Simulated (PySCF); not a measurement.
Compound: C6H9BSSi.
Numbering: `[SiH3:1][S:2][C:3]1=[CH:4][CH:5]=[CH:6][CH:7]=[CH:8][BH:9]1`

NICS = −σ at a ghost point: NICS(0) at the centroid of the ring atoms, NICS(1) 1 Å to either side along the normal of their mean plane, zz for the tensor component along that normal. Level: GIAO PBE0/pcSseg-1 (PySCF, non-relativistic, gas phase) on the PBE0-D3(BJ)/def2-SVP geometry, one conformer.

Ring bond lengths (Å), with Mayer bond orders in brackets: C3–C4 1.389 (1.50), C4–C5 1.409 (1.41), C5–C6 1.381 (1.54), C6–C7 1.412 (1.35), C7–C8 1.380 (1.58), C8–B9 1.514 (1.15), B9–C3 1.534 (0.97).

**Question.** What do the NICS probes read (ppm)?

**Answer.** 
| ring | type | NICS(0) | NICS(1), two faces | NICS(1)zz, two faces | rms pucker (Å) | centre to ring atoms, mean (Å) |
| --- | --- | --- | --- | --- | --- | --- |
| C3–C4–C5–C6–C7–C8–B9 | 7-membered ring with B; formal bonds 3 double, 4 single | -3.9 | -7.2 / -7.3 | -18.5 / -18.5 | 0.00 | 1.65 |

**Question.** What do they say, and how far can they be read as aromaticity?

**Answer.** 
- C3–C4–C5–C6–C7–C8–B9: mean NICS(1)zz -18.5 ppm, shielded.

**Question.** How shielded are the nuclei of the rings and their hydrogens (means over atoms taken as equivalent)?

**Answer.** 
```csv
atoms,environment,σ isotropic (ppm),"principal values of the symmetric part, first atom (ppm)"
C3,unsaturated ring carbon,3.5,"-121.8, -25.5, 157.7"
C4,unsaturated ring CH carbon,31.7,"-80.0, 35.5, 139.6"
C5,unsaturated ring CH carbon,44.1,"-69.2, 41.5, 160.0"
C6,unsaturated ring CH carbon,44.1,"-68.2, 42.8, 157.8"
C7,unsaturated ring CH carbon,28.2,"-93.0, 19.6, 158.1"
C8,unsaturated ring CH carbon,31.0,"-108.0, 25.7, 175.2"
B9,ring boron,57.6,"11.6, 42.7, 118.5"
H on C4,vinylic hydrogen,23.03,"18.0, 20.9, 30.2"
H on C5,vinylic hydrogen,23.85,"19.3, 24.1, 28.1"
H on C6,vinylic hydrogen,23.91,"19.8, 24.1, 27.9"
H on C7,vinylic hydrogen,23.19,"19.2, 22.9, 27.5"
H on C8,vinylic hydrogen,23.24,"20.6, 20.8, 28.4"
H on B9,B–H hydrogen,24.87,"21.5, 21.7, 31.4"
```

**Question.** How do the values depend on the level or the medium?

**Answer.** 
```json
{"level": "PBE0/pcSseg-1, gas", "NICS(0), C3–C4–C5–C6–C7–C8–B9": "-3.9", "mean NICS(1)zz, C3–C4–C5–C6–C7–C8–B9": "-18.5"}
{"level": "WP04/pcSseg-1, gas", "NICS(0), C3–C4–C5–C6–C7–C8–B9": "-4.2", "mean NICS(1)zz, C3–C4–C5–C6–C7–C8–B9": "-17.7"}
{"level": "PBE0/pcSseg-1, IEF-PCM dimethylsulfoxide", "NICS(0), C3–C4–C5–C6–C7–C8–B9": "-3.9", "mean NICS(1)zz, C3–C4–C5–C6–C7–C8–B9": "-19.0"}
{"level": "PBE0/pcSseg-1, IEF-PCM tetrahydrofuran", "NICS(0), C3–C4–C5–C6–C7–C8–B9": "-3.9", "mean NICS(1)zz, C3–C4–C5–C6–C7–C8–B9": "-18.9"}
```

The geometry is the same throughout; the continuum's cavity takes Bondi-type radii × 1.2.

The run took 55 s (grids of density and orbitals included) on one thread of an Intel Xeon Platinum 8488C, on a shared host, and the process peaked at 0.99 GiB of memory. This is the whole shielding run at PBE0/pcSseg-1, SCF included.

Conformer computed: `[SiH3:1][S:2][C:3]1=[CH:4][CH:5]=[CH:6][CH:7]=[CH:8][BH:9]1`: Si1–S2–C3–C4 180°.
